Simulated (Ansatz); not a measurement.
Abridged output of a molecular run in Ansatz:

```
Functional definition: HF
1140 factors; integrals over basis functions are off by at most 1.5e-3 eV
mean field evaluation 1: about -10184.8789 eV, gradient 3.4e1 eV
mean field evaluation 2: about -10185.1075 eV, gradient 3.4e1 eV
mean field evaluation 4: about -10188.2758 eV, gradient 5.2e0 eV
mean field evaluation 8: about -10188.3728 eV, gradient 3.4e-1 eV
mean field evaluation 16: about -10188.3744 eV, gradient 1.3e-6 eV
mean field -10188.37436129 eV, -374.4158518493 hartree, gradient 1.3e-6 eV, S^2 0.000000; 0 other end points of the search recorded, 0 dependent functions left out; unrestricted orbitals would lower it
8 core orbitals not correlated: weight in the atoms' cores, before any rotation towards them, 1.000 or more for the frozen orbitals, at most 0.000 for the correlated occupied ones
reference -10188.37436129 eV, -374.4158518493 hartree; 10, 10 occupied and 173, 173 virtual orbitals, 1140 factors
second order -16.26297887 eV of doubles, -0.00000000 eV of singles
cycle   1  -16.38811496 eV  change   -1.3e-1 eV  update   1.0e-1
cycle   2  -16.87592147 eV  change   -4.9e-1 eV  update   3.2e-2
cycle   3  -16.98772758 eV  change   -1.1e-1 eV  update   1.7e-2
cycle   4  -16.98087411 eV  change    6.9e-3 eV  update   4.9e-3
cycle   5  -16.98118583 eV  change   -3.1e-4 eV  update   2.6e-3
cycle   6  -16.98184020 eV  change   -6.5e-4 eV  update   8.3e-4
cycle   7  -16.98141937 eV  change    4.2e-4 eV  update   3.8e-4
cycle   8  -16.98134593 eV  change    7.3e-5 eV  update   1.5e-4
cycle   9  -16.98136878 eV  change   -2.3e-5 eV  update   6.4e-5
cycle  10  -16.98134438 eV  change    2.4e-5 eV  update   3.1e-5
cycle  11  -16.98134649 eV  change   -2.1e-6 eV  update   1.9e-5
perturbative correction -0.82402951 eV, -0.0302825261 hartree
Total energy: -10206.17973729 eV, -375.0701873484 hartree
```

Its atoms:

```xyz
8

C    -0.1034    1.3390    0.0237
N    -0.9616    0.4999    0.4738
C    -0.4949   -0.8993    0.3015
Al    1.0840   -0.0973   -0.5643
H    -0.3322    2.4027    0.1025
H    -1.2289   -1.4720   -0.2711
H    -0.4104   -1.3832    1.2778
H     2.4474   -0.3897   -1.3438
```

**Question.** Which basis set was used?
A. def2-TZVPP
B. def2-QZVPP
C. def2-SVP
D. cc-pV(Q+d)Z

**Answer.** A. It gives 191 functions.

**Question.** Write the keys of the input that set method, charge and spin (a neutral closed shell needs none for the last two).

**Answer.** 
```yaml
correlation: {method: ccsd_t}
```
